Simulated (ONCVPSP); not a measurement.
# u(r) = r·R(r): atom against pseudo-atom (magnesium (Mg))

Columns: radius, all-electron u(r) and pseudo u(r) of the 3s shell (level -4.70 eV) of magnesium in the configuration [Ne] 3s2; PBE, non-relativistic, ONCV scheme, ONCVPSP 4.0.1.

| r (bohr) | all-electron | pseudo |
| --- | --- | --- |
| 0.125 | 0.0766 | 0.0223 |
| 0.250 | -0.1072 | 0.0447 |
| 0.375 | -0.2203 | 0.0677 |
| 0.500 | -0.2395 | 0.0925 |
| 0.625 | -0.1948 | 0.1205 |
| 0.750 | -0.1157 | 0.1522 |
| 0.875 | -0.0221 | 0.1875 |
| 1.000 | 0.0739 | 0.2254 |
| 1.125 | 0.1654 | 0.2646 |
| 1.250 | 0.2486 | 0.3045 |
| 1.375 | 0.3221 | 0.3449 |
| 1.500 | 0.3853 | 0.3862 |
| 1.625 | 0.4386 | 0.4281 |
| 1.750 | 0.4825 | 0.4693 |
| 1.875 | 0.5182 | 0.5076 |
| 2.000 | 0.5466 | 0.5402 |
| 2.125 | 0.5681 | 0.5654 |
| 2.250 | 0.5833 | 0.5826 |
| 2.375 | 0.5928 | 0.5928 |
| 2.500 | 0.5973 | 0.5973 |
| 2.625 | 0.5972 | 0.5972 |
| 2.750 | 0.5932 | 0.5932 |
| 2.875 | 0.5857 | 0.5857 |
| 3.000 | 0.5755 | 0.5755 |
| 3.125 | 0.5628 | 0.5628 |
| 3.250 | 0.5482 | 0.5482 |

How many radial nodes do the two functions have?

The all-electron 3s function has n − l − 1 = 2; the pseudo-wave has 0, since the states of the same l below it are removed with the core.

At about which radius was the pseudo-wave matched?

2.50 bohr, where the columns begin to agree (steps of 0.12 bohr).

Is the pseudo-wave norm-conserving?

Yes: the ONCV scheme keeps the norm inside the radius equal to the all-electron one, which fixes the energy derivative of the logarithmic derivative at the level.
